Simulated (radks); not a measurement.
Problem. Ce XLV, configuration [Ne] 3s2 3p2. Method: scalar-relativistic Kohn-Sham, BLYP, spin-unpolarised, spherical densities, finite nucleus; Fermi nuclear charge, rms radius 4.8771 fm; computed with a radial shooting solver on a logarithmic mesh with Libxc functionals. Some entries of the table are withheld. Estimate them.

| orbital | occ. | eigenvalue (eV) | r(max) (bohr) | <1/r> (bohr^-1) |
|---|---|---|---|---|
| 1s | 2 | -43152.12 | 0.01574 | 63.36 |
| 2s | 2 | -9188.709 | 0.08846 | 14.82 |
| 2p | 6 | -8544.748 | (1) | 14.01 |
| 3s | 2 | (2) | 0.2380 | 6.009 |
| 3p | 2 | -3454.610 | 0.2295 | 5.749 |

Solution. 
(1) 2p r(max) (bohr): 0.07106
(2) 3s eigenvalue (eV): -3652.778
